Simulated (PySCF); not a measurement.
FK (SMILES [F][K]), singlet, at a GFN2-xTB geometry (such geometries of metal compounds can be far from the true shape), with bond 2-1 at 1.8 times its length; PySCF with CASSCF(4,5)/STO-3G.

The PySCF input:
```python
from pyscf import gto, scf, mcscf
import numpy

mol = gto.Mole()
mol.atom = '''
    K    -0.000000   -0.000000   -0.649927
    F     0.000000    0.000000    2.989665
'''
mol.basis = 'sto-3g'
mol.charge = 0
mol.spin = 0
mol.verbose = 4
mol.build()

mf = scf.RHF(mol)
mf.kernel()
mc = mcscf.CASSCF(mf, 5, 4)
mc.fix_spin_(ss=0.0)
mc.kernel()
occ = numpy.linalg.eigvalsh(mc.fcisolver.make_rdm1(mc.ci, mc.ncas, mc.nelecas))[::-1]
ss = mc.fcisolver.spin_square(mc.ci, mc.ncas, mc.nelecas)[0]
print('natural occupations', occ.round(4), ' <S^2>', round(ss, 4))
```

Task: Write the output that PySCF gives for this input, abridged.

Result: 
```
PySCF version 2.14.0

[INPUT] verbose = 4
[INPUT] num. atoms = 2
[INPUT] num. electrons = 28
[INPUT] charge = 0
[INPUT] spin (= nelec alpha-beta = 2S) = 0
[INPUT] symmetry False subgroup None
[INPUT] Mole.unit = angstrom
[INPUT] Symbol           X                Y                Z      unit          X                Y                Z       unit  Magmom
[...]
nuclear repulsion = 24.8624854289492
number of shells = 10
number of NR pGTOs = 54
number of NR cGTOs = 18
basis = sto-3g
ecp = {}

******** <class 'pyscf.scf.hf.RHF'> ********
method = RHF
initial guess = minao
damping factor = 0
level_shift factor = 0
DIIS = <class 'pyscf.scf.diis.CDIIS'>
diis_start_cycle = 1
diis_space = 8
diis_damp = 0
SCF conv_tol = 1e-09
SCF conv_tol_grad = None
SCF max_cycles = 50
direct_scf = True
direct_scf_tol = 1e-13
Set gradient conv threshold to 3.16228e-05
Initial guess from minao.
init E= -690.152272675239
[...]
cycle= 1 E= -690.778153804498  delta_E= -0.626  |g|= 0.118  |ddm|= 1.28

WARN: HOMO 0.219883404944672 == LUMO 0.219883404944672

cycle= 2 E= -689.528635609174  delta_E= 1.25  |g|=  1.6  |ddm|= 4.13
[...]
cycle= 3 E= -690.116591840138  delta_E= -0.588  |g|= 0.834  |ddm|= 0.961
[...]
cycle= 4 E= -690.260248516443  delta_E= -0.144  |g|= 0.536  |ddm|= 0.423

WARN: HOMO 0.0772359296971301 == LUMO 0.0777809506026878

cycle= 5 E= -690.313790411253  delta_E= -0.0535  |g|= 0.387  |ddm|= 0.25
[...]
cycle= 6 E= -690.771180348984  delta_E= -0.457  |g|= 0.156  |ddm|= 3.76
[...]
cycle= 7 E= -690.763297000142  delta_E= 0.00788  |g|= 0.188  |ddm|= 0.0941
[...]
cycle= 8 E= -690.763871725544  delta_E= -0.000575  |g|= 0.187  |ddm|= 0.0128
[...]
cycle= 9 E= -690.763960385866  delta_E= -8.87e-05  |g|= 0.186  |ddm|= 0.00331
[...]
cycle= 10 E= -690.764807075457  delta_E= -0.000847  |g|= 0.181  |ddm|= 0.00977
[...]
cycle= 11 E= -690.236315946818  delta_E= 0.528  |g|= 0.592  |ddm|= 3.81
[...]
cycle= 12 E= -690.214743193086  delta_E= 0.0216  |g|= 0.642  |ddm|= 0.071
[...]
cycle= 13 E= -690.297959263568  delta_E= -0.0832  |g|= 0.432  |ddm|= 0.325
[...]
cycle= 14 E= -690.767170858547  delta_E= -0.469  |g|= 0.158  |ddm|= 3.78
[...]
cycle= 15 E= -690.760862704695  delta_E= 0.00631  |g|= 0.192  |ddm|= 0.0727
[...]
cycle= 16 E= -690.759980310175  delta_E= 0.000882  |g|= 0.198  |ddm|= 0.00933
[...]
cycle= 17 E= -690.765476350516  delta_E= -0.0055  |g|= 0.167  |ddm|= 0.0613
[...]
cycle= 18 E= -690.773631640142  delta_E= -0.00816  |g|= 0.132  |ddm|= 0.109
[...]
cycle= 19 E= -690.765810238964  delta_E= 0.00782  |g|= 0.166  |ddm|= 0.106
[...]
cycle= 20 E= -690.296469942866  delta_E= 0.469  |g|= 0.43  |ddm|= 3.78
[...]
cycle= 21 E= -690.317368202172  delta_E= -0.0209  |g|= 0.364  |ddm|= 0.116
[...]
cycle= 22 E= -690.303811067335  delta_E= 0.0136  |g|= 0.406  |ddm|= 0.0806
[...]
cycle= 23 E= -690.29524860721  delta_E= 0.00856  |g|= 0.434  |ddm|= 0.0434
[...]
cycle= 24 E= -690.76351121825  delta_E= -0.468  |g|= 0.171  |ddm|= 3.78
[...]
cycle= 25 E= -690.768157954469  delta_E= -0.00465  |g|= 0.154  |ddm|= 0.062
[...]
cycle= 26 E= -690.764763778587  delta_E= 0.00339  |g|= 0.166  |ddm|= 0.0471
[...]
cycle= 27 E= -690.761863673722  delta_E= 0.0029  |g|= 0.183  |ddm|= 0.0346
[...]
cycle= 28 E= -690.759318826004  delta_E= 0.00254  |g|= 0.197  |ddm|= 0.0275
[...]
cycle= 29 E= -690.30193045488  delta_E= 0.457  |g|= 0.418  |ddm|= 3.78
[...]
cycle= 30 E= -690.285457457479  delta_E= 0.0165  |g|= 0.466  |ddm|= 0.0802
[...]
cycle= 31 E= -690.295447400728  delta_E= -0.00999  |g|= 0.437  |ddm|= 0.0469
[...]
cycle= 32 E= -690.296963191379  delta_E= -0.00152  |g|= 0.433  |ddm|= 0.0119
[...]
cycle= 33 E= -690.307958045722  delta_E= -0.011  |g|= 0.438  |ddm|= 0.596
[...]
cycle= 34 E= -690.31233944233  delta_E= -0.00438  |g|= 0.463  |ddm|= 0.185
[...]
cycle= 35 E= -690.394121286962  delta_E= -0.0818  |g|= 0.516  |ddm|= 1.97
[...]
cycle= 36 E= -690.773636536395  delta_E= -0.38  |g|= 0.143  |ddm|= 3.63
[...]
cycle= 37 E= -690.789540422022  delta_E= -0.0159  |g|= 0.138  |ddm|= 0.241
[...]
cycle= 38 E= -690.427550439463  delta_E= 0.362  |g|= 0.499  |ddm|= 3.53
[...]
cycle= 39 E= -690.496500700073  delta_E= -0.069  |g|= 0.551  |ddm|= 0.829
[...]
cycle= 40 E= -690.435953675961  delta_E= 0.0605  |g|= 0.535  |ddm|= 0.52
[...]
cycle= 41 E= -690.896303781272  delta_E= -0.46  |g|= 0.0512  |ddm|= 2.81
[...]
cycle= 42 E= -690.891815958476  delta_E= 0.00449  |g|= 0.0753  |ddm|= 0.311
[...]
cycle= 43 E= -690.894719601687  delta_E= -0.0029  |g|= 0.0701  |ddm|= 0.672
[...]
cycle= 44 E= -690.899325644999  delta_E= -0.00461  |g|= 0.012  |ddm|= 0.327
[...]
cycle= 45 E= -690.89946582467  delta_E= -0.00014  |g|= 0.00466  |ddm|= 0.0353
[...]
cycle= 46 E= -690.899482880592  delta_E= -1.71e-05  |g|= 0.00267  |ddm|= 0.00975
[...]
cycle= 47 E= -690.899486924578  delta_E= -4.04e-06  |g|= 0.0017  |ddm|= 0.00493
[...]
cycle= 48 E= -690.899489751851  delta_E= -2.83e-06  |g|= 0.00116  |ddm|= 0.00514
[...]
cycle= 49 E= -690.899507260772  delta_E= -1.75e-05  |g|= 0.000483  |ddm|= 0.0389
[...]
cycle= 50 E= -690.89950936507  delta_E= -2.1e-06  |g|= 6.08e-05  |ddm|= 0.0161
SCF not converged.
SCF energy = -690.89950936507

******** <class 'pyscf.mcscf.mc1step.CASSCF'> ********
CAS (2e+2e, 5o), ncore = 12, nvir = 1
max_cycle_macro = 50
max_cycle_micro = 4
conv_tol = 1e-07
conv_tol_grad = None
orbital rotation max_stepsize = 0.02
orbital rotation threshold for CI restart = 0.01
augmented hessian ah_max_cycle = 30
augmented hessian ah_conv_tol = 1e-12
augmented hessian ah_linear dependence = 1e-14
augmented hessian ah_level shift = 1e-08
augmented hessian ah_start_tol = 2.5
augmented hessian ah_start_cycle = 3
augmented hessian ah_grad_trust_region = 3
kf_trust_region = 3
kf_interval = 4
ci_response_space = 4
ci_grad_trust_region = 3
with_dep4 0
natorb = False
canonicalization = True
sorting_mo_energy = False
ao2mo_level = 2
internal_rotation = False
******** <class 'pyscf.fci.addons.SpinPenaltyFCISolver'> ********
max. cycles = 50
conv_tol = 1e-08
davidson only = True
linear dependence = 1e-12
level shift = 0.001
max iter space = 12
nroots = 1
pspace_size = 400
spin = None
CASCI E = -691.033717270763  S^2 = 0.0000000
Set conv_tol_grad to 0.000316228
macro iter   1 ( 19 JK    4 micro), CASSCF E = -691.066918425709  dE = -3.32011549e-02  S^2 = 0.0000000
               |grad[o]|=0.165  |grad[c]|=0.0336  |ddm|=0.101  |maxRot[o]|=0.191
macro iter   2 ( 21 JK    4 micro), CASSCF E = -691.067057492805  dE = -1.39067095e-04  S^2 = 0.0000000
               |grad[o]|=0.00463  |grad[c]|=0.00973  |ddm|=0.00579  |maxRot[o]|=0.312
macro iter   3 ( 17 JK    4 micro), CASSCF E = -691.067390162959  dE = -3.32670154e-04  S^2 = 0.0000000
               |grad[o]|=0.00261  |grad[c]|=0.0755  |ddm|=0.0218  |maxRot[o]|=0.227
macro iter   4 ( 21 JK    4 micro), CASSCF E = -691.067404570230  dE = -1.44072703e-05  S^2 = 0.0000000
               |grad[o]|=0.00273  |grad[c]|=0.0117  |ddm|=0.00307  |maxRot[o]|=0.0252
macro iter   5 ( 21 JK    4 micro), CASSCF E = -691.067407515474  dE = -2.94524477e-06  S^2 = 0.0000000
               |grad[o]|=0.00197  |grad[c]|=0.0121  |ddm|=0.00317  |maxRot[o]|=0.0115
macro iter   6 (  7 JK    2 micro), CASSCF E = -691.067573742436  dE = -1.66226962e-04  S^2 = 0.0000000
               |grad[o]|=0.00153  |grad[c]|=0.00799  |ddm|=0.00276  |maxRot[o]|=0.0699
macro iter   7 (  7 JK    2 micro), CASSCF E = -691.067760826903  dE = -1.87084467e-04  S^2 = 0.0000000
               |grad[o]|=0.0016  |grad[c]|=0.00785  |ddm|=0.00262  |maxRot[o]|=0.0699
macro iter   8 (  7 JK    2 micro), CASSCF E = -691.067957676222  dE = -1.96849318e-04  S^2 = 0.0000000
               |grad[o]|=0.00164  |grad[c]|=0.00717  |ddm|=0.00241  |maxRot[o]|=0.0699
macro iter   9 (  7 JK    2 micro), CASSCF E = -691.068151536349  dE = -1.93860127e-04  S^2 = 0.0000000
               |grad[o]|=0.00164  |grad[c]|=0.00602  |ddm|=0.00215  |maxRot[o]|=0.0699
macro iter  10 (  7 JK    2 micro), CASSCF E = -691.068330360844  dE = -1.78824495e-04  S^2 = 0.0000000
               |grad[o]|=0.00157  |grad[c]|=0.00452  |ddm|=0.00178  |maxRot[o]|=0.0699
macro iter  11 (  7 JK    2 micro), CASSCF E = -691.068484536230  dE = -1.54175386e-04  S^2 = 0.0000000
               |grad[o]|=0.00143  |grad[c]|=0.00286  |ddm|=0.00137  |maxRot[o]|=0.0699
macro iter  12 (  7 JK    2 micro), CASSCF E = -691.068607505598  dE = -1.22969368e-04  S^2 = 0.0000000
               |grad[o]|=0.00124  |grad[c]|=0.00121  |ddm|=0.000957  |maxRot[o]|=0.0699
macro iter  13 (  7 JK    2 micro), CASSCF E = -691.068695442536  dE = -8.79369375e-05  S^2 = 0.0000000
               |grad[o]|=0.001  |grad[c]|=0.00029  |ddm|=0.000579  |maxRot[o]|=0.0699
macro iter  14 (  7 JK    2 micro), CASSCF E = -691.068746455615  dE = -5.10130789e-05  S^2 = 0.0000000
               |grad[o]|=0.000721  |grad[c]|=0.00134  |ddm|=0.000233  |maxRot[o]|=0.0699
macro iter  15 ( 15 JK    4 micro), CASSCF E = -691.068650139537  dE =  9.63160782e-05  S^2 = 0.0000000
               |grad[o]|=0.000368  |grad[c]|=0.00515  |ddm|=0.000639  |maxRot[o]|= 0.11
macro iter  16 ( 21 JK    4 micro), CASSCF E = -691.068678060067  dE = -2.79205299e-05  S^2 = 0.0000000
               |grad[o]|=0.000558  |grad[c]|=0.00257  |ddm|=0.00112  |maxRot[o]|=0.0748
macro iter  17 (  7 JK    2 micro), CASSCF E = -691.068713528851  dE = -3.54687847e-05  S^2 = 0.0000000
               |grad[o]|=0.00047  |grad[c]|=0.000873  |ddm|=0.000191  |maxRot[o]|=0.0363
macro iter  18 ( 12 JK    3 micro), CASSCF E = -691.068730360710  dE = -1.68318591e-05  S^2 = 0.0000000
               |grad[o]|=0.000384  |grad[c]|=0.0116  |ddm|=0.00571  |maxRot[o]|=0.109
macro iter  19 (  7 JK    2 micro), CASSCF E = -691.068754400967  dE = -2.40402571e-05  S^2 = 0.0000000
               |grad[o]|=0.000308  |grad[c]|=0.00258  |ddm|=0.000717  |maxRot[o]|=0.0496
macro iter  20 (  4 JK    1 micro), CASSCF E = -691.068760363397  dE = -5.96243001e-06  S^2 = 0.0000000
               |grad[o]|=0.000257  |grad[c]|=0.00138  |ddm|=0.000413  |maxRot[o]|=0.0371
macro iter  21 (  1 JK    1 micro), CASSCF E = -691.068760363510  dE = -1.12322596e-10  S^2 = 0.0000000
               |grad[o]|=2.82e-05  |grad[c]|=1.24e-05  |ddm|=1.34e-05  |maxRot[o]|=    0
1-step CASSCF converged in  21 macro (229 JK  55 micro) steps
CASSCF canonicalization
Density matrix diagonal elements [1.99790792e+00 1.17410197e+00 8.25887932e-01 6.82183352e-04
 1.42000339e-03]
CASSCF energy = -691.068760363510
CASCI E = -691.068760363510  E(CI) = -4.18742665541197  S^2 = 0.0000000
natural occupations [1.9981e+00 1.1878e+00 8.1220e-01 1.9000e-03 0.0000e+00]  <S^2> 0.0
```

The run did not converge; its last values are not results.
